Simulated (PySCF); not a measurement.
F2GeH2S2, SMILES [F][Ge]([F])([SH])[SH]. Geometry optimised at PBE-D3(BJ)/def2-SVP. This is a generated structure with no PubChem entry under its InChIKey; it may be hypothetical. One conformer was computed; it need not be the lowest.

Level of theory: PBE-D3(BJ)/def2-SVP (PySCF).

Harmonic wavenumbers (cm⁻¹): 102, 125, 148, 164, 200, 216, 250, 378, 432, 693, 707, 728, 736, 2613, 2614. Rotational constants (GHz): 2.466, 1.662, 1.395; symmetry number 2.

Work out the zero-point energy and the ideal-gas rigid-rotor harmonic-oscillator thermochemistry at 298.15 K and 1 atm.

ZPE = ½ Σ hcν = ½ × 10105 cm⁻¹ = 60.44 kJ/mol. H − E(el) = 84.29 kJ/mol. Entropy in J/(mol K): translation 173.28, rotation 113.15, vibration 86.01, total 372.45. G − E(el) = -26.75 kJ/mol. Cp = 113.61 J/(mol K). Modes under 150 cm⁻¹ make the vibrational entropy uncertain.
